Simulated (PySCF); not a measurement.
Species: C₅H₁₃NSi.
Numbering: `[NH2:1][SiH2:2][CH:3]1[CH2:4][CH2:5][CH2:6][CH2:7]1` (hydrogens: H8, H9 on N1; H10, H11 on Si2; H12 on C3; H13, H14 on C4; H15, H16 on C5; H17, H18 on C6; H19, H20 on C7)

Structure optimised with GFN2-xTB, isolated species.

Task: Give the optimised bond lengths and angles.

Result: 
```
          bond  length (bohr)   order
        N1–Si2          3.257  single
        Si2–C3          3.585  single
  C3–C4, C3–C7          2.887  single
  C4–C5, C6–C7          2.899  single
         C5–C6          2.911  single
  N1–H8, N1–H9          1.903  single
       Si2–H10          2.766  single
       Si2–H11          2.787  single
        C3–H12          2.069  single
C4–H13, C7–H19          2.059  single
C4–H14, C7–H20          2.064  single
C5–H15, C6–H17          2.059  single
C5–H16, C6–H18          2.061  single
```

Bonds in one row agree within 0.02 bohr and their mean is given. Orders are formal, as drawn. A selection of angles:
```
      angle  degrees
  Si2–N1–H8    118.5
   H8–N1–H9    109.6
  N1–Si2–C3    106.2
 N1–Si2–H10    105.3
 N1–Si2–H11    115.5
 C3–Si2–H10    111.8
 C3–Si2–H11    108.5
H10–Si2–H11    109.5
  Si2–C3–C4    115.2
  Si2–C3–C7    114.0
 Si2–C3–H12    109.6
   C4–C3–C7    101.8
  C4–C3–H12    107.9
   C3–C4–C5    104.6
  C3–C4–H13    112.5
  C3–C4–H14    109.8
  C5–C4–H13    112.0
  C5–C4–H14    109.9
 H13–C4–H14    108.1
   C4–C5–C6    105.8
  C4–C5–H15    111.3
  C4–C5–H16    110.2
  C6–C5–H15    111.7
  C6–C5–H16    110.2
 H15–C5–H16    107.6
   C3–C7–C6    104.3
  C3–C7–H19    112.5
```

Dihedral angles: N1–Si2–C3–C4 64° (synclinal); Si2–C3–C4–C5 164° (antiperiplanar); C3–C4–C5–C6 -23° (synperiplanar); C4–C5–C6–C7 -2° (synperiplanar); C5–C6–C7–C3 27° (synperiplanar); Si2–C3–C7–C6 -166° (antiperiplanar). The mirror-image conformer, all signs reversed, is as good.

The 5-membered ring C3–C4–C5–C6–C7 has internal angles of 101.8° to 105.8° (sum 522°, against 540° for a flat polygon); it is puckered, 0.18 Å rms from its mean plane, widest ring torsion 41°. N1 (silicon-bound nitrogen) is pyramidal (angles 119.0°, 118.5° and 109.6°, sum 347.2°, 0.25 Å off the plane of its three neighbours). Si2 (SiH2 silicon) is distorted tetrahedral (angles from 105.3° to 115.5°).

Point group: C1 (no symmetry element, even within 0.4 Å). Stationary, but not proved a minimum. One conformer, not necessarily the lowest (H–N1–Si2–C3 176° and -46°, N1–Si2–C3–C4 64°, Si2–C3–C4–C5 164°, C3–C4–C5–C6 -23°, C4–C5–C6–C7 -2°, C5–C6–C7–C3 27°).

All values are computed, not measured.
